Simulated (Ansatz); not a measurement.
Total energies of CH$_{6}$S$_{2}$Si (`C[SiH](S)S`).

```xyz
10

C     0.3217   -1.3537   -0.4645
Si    0.1618    0.4864   -0.2441
S     1.0221    0.9101    1.6674
S    -1.8503    1.1907   -0.4014
H     1.3712   -1.6556   -0.4217
H    -0.2227   -1.8867    0.3183
H    -0.0885   -1.6501   -1.4320
H     0.8503    1.2318   -1.3275
H     0.7191    2.2184    1.6331
H    -2.2847    0.5087    0.6724
```

Charge 0, multiplicity 1. The geometry is a stationary point of PBE0-D4/def2-TZVP. It is one conformer, not always the lowest. Basis def2-TZVPP, Ansatz 0.2.0.

RPA on PBE orbitals: Hartree–Fock energy of these orbitals -1125.43406 Eh, correlation -1.15189 Eh (frozen core).

| functional | energy without D4 (Eh) | D4 term (kJ/mol) |
| --- | --- | --- |
| LDA (SPW92) | -1123.41240 | – |
| BLYP | -1127.67676 | -55.3 |
| r2SCAN | -1127.61535 | -6.2 |
| PBE0 | -1127.27019 | -22.0 |
| B3LYP | -1127.77967 | -41.8 |
| r2SCAN0 | -1127.60100 | -7.4 |
| HSE06 (plane-wave form) | -1127.24598 | -20.7 |
| BHLYP | -1127.68808 | -34.4 |
| CAM-B3LYP | -1127.71922 | -22.7 |
| B2PLYP | -1127.30271 | – |

(1) Give the same for PBE, revPBE, B97M-V, r2SCANh, LC-ωPBE, ωB97X-V, ωB97M-V, PBE-QIDH. (An estimate is asked.)

B3LYP takes the VWN-RPA correlation (the form of Gaussian; ORCA's B3LYP/G). HSE06 is the plane-wave form, built on full-range PBE exchange. The double hybrids freeze the cores in their second-order part.

Results:

(1) The calculation gave: 
```json
{"functional": "PBE", "energy without D4 (Eh)": "-1127.16434", "D4 term (kJ/mol)": "-25.7"}
{"functional": "revPBE", "energy without D4 (Eh)": "-1127.50008", "D4 term (kJ/mol)": "-69.5"}
{"functional": "B97M-V", "energy without D4 (Eh)": "-1127.44785", "D4 term (kJ/mol)": "–"}
{"functional": "r2SCANh", "energy without D4 (Eh)": "-1127.60923", "D4 term (kJ/mol)": "-6.7"}
{"functional": "LC-ωPBE", "energy without D4 (Eh)": "-1127.37992", "D4 term (kJ/mol)": "–"}
{"functional": "ωB97X-V", "energy without D4 (Eh)": "-1127.54371", "D4 term (kJ/mol)": "–"}
{"functional": "ωB97M-V", "energy without D4 (Eh)": "-1127.62466", "D4 term (kJ/mol)": "–"}
{"functional": "PBE-QIDH", "energy without D4 (Eh)": "-1127.01090", "D4 term (kJ/mol)": "–"}
```

LC-ωPBE has ω = 0.4 bohr⁻¹.
